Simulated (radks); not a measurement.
Results of a calculation; reference values are marked as such.
Ionisation ladder of hafnium, from Hf XLV to Hf LXVI. Each ion is in the ground configuration listed by NIST, and IE = E(next ion) - E(this ion). Code: a radial shooting solver on a logarithmic mesh with Libxc functionals. Model: Dirac Kohn-Sham, PBE, spin-unpolarised, spherical densities, finite nucleus; open shells fill j = l - 1/2 first; Fermi nuclear charge, rms radius 5.347 fm.

species    configuration  E (hartree)  IE, Delta-SCF (eV)  -e(HOMO) (eV)   HOMO  <r> HOMO (bohr)  IE, NIST (eV)    kind  error (eV)
Hf XLV         [Ar] 3d10  -13778.6221              3741.7         3680.2  3d5/2            0.185           3741  theory        +0.7
Hf XLVI         [Ar] 3d9  -13641.1187              3865.5         3803.3  3d5/2            0.183           3858  theory        +7.5
Hf XLVII        [Ar] 3d8  -13499.0654              3990.7         3927.9  3d5/2            0.182           3984  theory        +6.7
Hf XLVIII       [Ar] 3d7  -13352.4085              4117.4         4053.9  3d5/2            0.180           4118  theory        -0.6
Hf XLIX         [Ar] 3d6  -13201.0951              4245.6         4181.3  3d5/2            0.179           4246  theory        -0.4
Hf L            [Ar] 3d5  -13045.0729              4375.1         4310.1  3d5/2            0.177           4372  theory        +3.1
Hf LI           [Ar] 3d4  -12884.2905              4574.4         4507.4  3d3/2            0.172           4573  theory        +1.4
Hf LII          [Ar] 3d3  -12716.1833              4709.3         4641.7  3d3/2            0.171           4703  theory        +6.3
Hf LIII         [Ar] 3d2  -12543.1181              4845.6         4777.3  3d3/2            0.170           4846  theory        -0.4
Hf LIV          [Ar] 3d1  -12365.0450              4983.2         4914.2  3d3/2            0.168           4980  theory        +3.2
Hf LV               [Ar]  -12181.9160              5360.2         5300.6  3p3/2            0.194           5350  theory       +10.2
Hf LVI      [Ne] 3s2 3p5  -11984.9321              5479.7         5419.9  3p3/2            0.193           5468  theory       +11.7
Hf LVII     [Ne] 3s2 3p4  -11783.5555              5599.7         5539.7  3p3/2            0.192           5595  theory        +4.7
Hf LVIII    [Ne] 3s2 3p3  -11577.7704              5719.9         5659.8  3p3/2            0.191           5713  theory        +6.9
Hf LIX      [Ne] 3s2 3p2  -11367.5664              6168.0         6103.9  3p1/2            0.179           6149  theory       +19.0
Hf LX       [Ne] 3s2 3p1  -11140.8972              6296.1         6232.1  3p1/2            0.178           6284  theory       +12.1
Hf LXI          [Ne] 3s2  -10909.5193              6570.2         6511.1  3s1/2            0.189           6545  theory       +25.2
Hf LXII         [Ne] 3s1  -10668.0704              6688.6         6629.2  3s1/2            0.188           6674  theory       +14.6
Hf LXIII            [Ne]  -10422.2686             14708.2        14546.3  2p3/2           0.0723          14678  theory       +30.2
Hf LXIV     [He] 2s2 2p5   -9881.7525             15033.3        14870.4  2p3/2           0.0718          14999  theory       +34.3
Hf LXV      [He] 2s2 2p4   -9329.2888             15360.1        15196.4  2p3/2           0.0714          15351  theory        +9.1
Hf LXVI     [He] 2s2 2p3   -8764.8171             15688.0        15523.9  2p3/2           0.0710          15680  theory        +8.0

Reference values: NIST Atomic Spectra Database (exp. = measured, semi-emp. = semi-empirical, theory = theoretical value adopted there). The ionisation energy per charge of the ion left behind rises most, in proportion, at Hf LXIII ([Ne]), from 107.88 to 233.46 eV. Spin polarisation and multiplet splitting are left out, so open shells lie too high by an amount that depends on their filling.

Beside tabulated values, note that spin-unpolarised runs miss the spin-polarisation part of the exchange energy of open shells.
